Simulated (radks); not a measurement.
Values are calculated unless marked as measured or tabulated.
Question: The mean radii <r> (bohr) of the occupied orbitals of an atom or ion are listed with their occupations. Code: a radial shooting solver on a logarithmic mesh with Libxc functionals. Model: Dirac Kohn-Sham, XLYP, spin-unpolarised, spherical densities, point nucleus.

orbital  occ.      <r>
1s1/2       2  0.02665
2s1/2       2   0.1141
2p1/2       2  0.09611
2p3/2       4   0.1019
3s1/2       2   0.3037
3p1/2       2   0.2934
3p3/2       4   0.3047
3d3/2       4   0.2744
3d5/2       6   0.2779
4s1/2       2   0.6569
4p1/2       2   0.6674
4p3/2       3   0.6858

Name the element and its charge. Open shells, if any, fill j = l - 1/2 first.

Answer: Z = 54, xenon, charge +19: Xe19+ in [Ar] 3d10 4s2 4p5. The 1s radius gives Z: for a bare nucleus <r> = (2 gamma + 1)/(2Z) with gamma = sqrt(1 - (Z/c)^2), 0.02628 bohr for Z = 54, and screening makes it slightly larger (0.02665 here). The occupations add up to 35, and the charge is Z minus that.
